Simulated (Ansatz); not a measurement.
`CSP` + `[OH][SbH2]` → `P[O][SbH2]` + CH₃SH at 600 K and 1 bar (ligand exchange at a P–S bond).

Gas-phase electronic energies from Ansatz, PBE0-D4/def2-TZVP geometries. CCSD(T)/CBS is the MP2 limit (def2-TZVPP, def2-QZVPP) plus CCSD(T) − MP2 in def2-TZVPP, frozen cores. This one scheme is used for every species. Elements past krypton have def2 core potentials. For Sb outer-core shells are correlated without core-valence functions, which leaves a few kJ/mol of doubt a bond. Each species was taken in one conformer, which may not be the lowest.

```tsv
species	CCSD(T)/CBS energy (Eh)	H − E (kJ/mol)	S (J/(mol·K))
`CSP`	-779.77158	194.1	375.2
`[OH][SbH2]`	-316.98030	103.5	324.2
`P[O][SbH2]`	-658.51611	139.6	405.2
CH₃SH	-438.22835	152.3	296.8
```

H − E and S are ideal-gas, rigid-rotor, harmonic terms from PBE0-D4/def2-TZVP, for one conformer and one mirror image of each species. 1 Eh = 2625.50 kJ/mol, R = 8.31446 J/(mol·K).

Question: By hand: ΔE, ΔH, ΔS and ΔG.

Answer: ΔE = (-658.51611) + (-438.22835) − (-779.77158) − (-316.98030) = 0.00742 Eh = 19.5 kJ/mol. Δ(H − E) = 139.6 + 152.3 − 194.1 − 103.5 = -5.7, so ΔH = 13.8 kJ/mol. ΔS = 405.2 + 296.8 − 375.2 − 324.2 = 2.6 J/(mol·K). ΔG = 13.8 − 600 × (2.6)/1000 = 12.2 kJ/mol.

Question: By hand: the equilibrium constant, and the temperature at which ΔG would vanish if ΔH and ΔS stayed fixed.

Answer: log₁₀ K = −ΔG/(RT ln 10) = -1.1. ΔG = 0 at ΔH/ΔS = 5308 K, far beyond where these terms or the molecules hold.

The number of gas molecules stays the same, so ΔS is small and ΔH decides. A doubt of 5 kJ/mol in ΔE shifts log₁₀ K by 0.4 here. Other conformers and mirror images would add mixing entropy, several J/(mol·K) or more a flexible species. Modes under 60 cm⁻¹, often nearly free rotors, make the harmonic entropy too high. These are equilibria of isolated gas molecules and say nothing of rates. Largest T1 diagnostic: 0.015 (customary marks: 0.02 for closed shells, 0.045 for open ones).
